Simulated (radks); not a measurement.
The numbers below are computed, except where a source is named.
How relativity changes the ionisation of neutral thallium ([Hg] 6p1) to Tl+ ([Hg]). Spin-unpolarised spherical Kohn-Sham, PBEsol, point nucleus unless stated (finite: rms radius 5.4759 fm), a radial shooting solver on a logarithmic mesh with Libxc functionals. A level marked "c x" has the speed of light scaled by that factor and shares open shells by 2j + 1; other Dirac levels either fill j = l - 1/2 first or share by 2j + 1.

level,E(Tl) (hartree),E(Tl+) (hartree),IE (eV),HOMO,<r> HOMO (bohr)
non-rel.,-18961.0582,-18960.8624,5.328,6p,3.834
scalar-rel.,-20240.4695,-20240.2803,5.148,6p,3.806
"scalar-rel., finite nucleus",-20235.2234,-20235.0341,5.150,6p,3.805
"Dirac, 2j+1 shares",-20283.3526,-20283.1595,5.255,6p3/2,3.998
"Dirac, low j first",-20283.3783,-20283.1595,5.953,6p1/2,3.426
"Dirac, 2j+1 shares, finite nucleus",-20278.0409,-20277.8477,5.257,6p3/2,3.997
"Dirac, c x 0.85",-20969.4307,-20969.2359,5.301,6p3/2,4.106
"Dirac, c x 1.25",-19746.2156,-19746.0222,5.262,6p3/2,3.923
"Dirac, c x 3",-19085.0180,-19084.8227,5.313,6p3/2,3.846

NIST Atomic Spectra Database: 6.108 eV (measured). The relativistic part of the total energy of Tl is -1317 hartree (Dirac, 2j+1 shares, finite nucleus), 6.9 % of the non-relativistic value. Spin polarisation and multiplet splitting of open shells are left out at every level.

Beside tabulated values, note that relativity, absent from the non-relativistic runs, is large for the heavy elements, and spin-unpolarised runs miss the spin-polarisation part of the exchange energy of open shells, and scalar-relativistic runs lack spin-orbit coupling.
